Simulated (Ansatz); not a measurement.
This geometry of GaH3O + H2 (7 atoms, charge 0, multiplicity 1) is a first-order saddle point.

Level of theory: RKS B3LYP-D4/def2-SVP in Ansatz 0.2.0.

```xyz
7
Properties=species:S:1:pos:R:3
Ga 0.002 0.156 -0.035
O 0.024 0.011 1.937
H -0.822 -0.221 2.347
H 1.414 -0.143 -0.619
H -1.427 -0.060 -0.631
H 0.043 1.873 0.699
H 0.005 1.248 1.477
```

Question: Which two structures does it join? (They come from a converged band through this point; their orientation in space is the band's.)

Answer: Bonds broken: H6–H7. Bonds formed: Ga1–H6, O2–H7. GaH3O + H2 becomes GaH5O.

First end point:

```xyz
7
Properties=species:S:1:pos:R:3
Ga -0.052 -0.350 0.037
O -0.005 -0.507 1.828
H -0.871 -0.507 2.257
H 1.366 -0.359 -0.613
H -1.456 -0.242 -0.657
H 0.118 2.693 0.903
H 0.139 2.134 1.420
```

Last end point:

```xyz
7
Properties=species:S:1:pos:R:3
Ga 0.010 0.478 -0.227
O -0.008 0.110 1.944
H -0.881 -0.214 2.211
H 1.355 -0.245 -0.614
H -1.370 -0.257 -0.476
H -0.006 2.059 -0.101
H 0.139 0.931 2.438
```

Question: How far does it lie above each of them?

Answer: 0.88 eV above the first and 1.03 eV above the second. This is the barrier of this one path; another mechanism may lie lower. The orbitals stay closed-shell, which can raise the energy where a bond breaks towards radicals; this wasn't checked here.

Run time: 99 s on 1 thread of Arm Neoverse V1 (shared host), peak memory 0.14 GiB.
